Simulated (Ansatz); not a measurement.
CH4NS, SMILES `C[N+]S` (lower singlet; C–N–S–H torsion 0°) (charge 1, multiplicity 1). This singlet lies 1.15 eV below the relaxed triplet at the level frozen-core CCSD(T)/cc-pVTZ // B3LYP-D3(BJ)/def2-TZVP (Ansatz, a program for electronic structure).

The numbers are results of PBE/cc-pVTZ // B3LYP-D3(BJ)/def2-TZVP (Ansatz), not measurements.

Ansatz 0.2 input:
```yaml
crystal:
  periodic: [false, false, false]
  atoms:
    - { symbol: C, position_ang: [-0.731953, -0.208536, -0.103846] }
    - { symbol: N, position_ang: [0.222274, 0.680858, 0.453445] }
    - { symbol: S, position_ang: [1.693705, 0.834479, 0.075439] }
    - { symbol: H, position_ang: [-1.575467, 0.414781, -0.435723] }
    - { symbol: H, position_ang: [-0.357881, -0.856005, -0.898454] }
    - { symbol: H, position_ang: [-1.148147, -0.78014, 0.738935] }
    - { symbol: H, position_ang: [1.897465, -0.085438, -0.936348] }
basis:
  gaussian: { orbitals: cc-pVTZ }
hamiltonian:
  xc: pbe
total_charge: 1
```

Output:

```
Functional definition: PBE
847 factors; their error is unknown
mean field evaluation 1: about -13384.6247 eV, gradient 1.1e2 eV
mean field evaluation 2: about -13214.5572 eV, gradient 2.3e2 eV
mean field evaluation 4: about -13408.3291 eV, gradient 3.6e1 eV
mean field evaluation 8: about -13411.4364 eV, gradient 2.7e-1 eV
mean field evaluation 16: about -13411.4118 eV, gradient 9.6e-5 eV
mean field -13411.41181047 eV, -492.8602934533 hartree, gradient 4.3e-5 eV, S^2 0.000000; 0 other end points of the search recorded, 0 dependent functions left out
reference -13411.41184127 eV, -492.8602945854 hartree; 16, 16 occupied and 134, 134 virtual orbitals, 847 factors
Total energy: -13411.41184127 eV, -492.8602945854 hartree
```
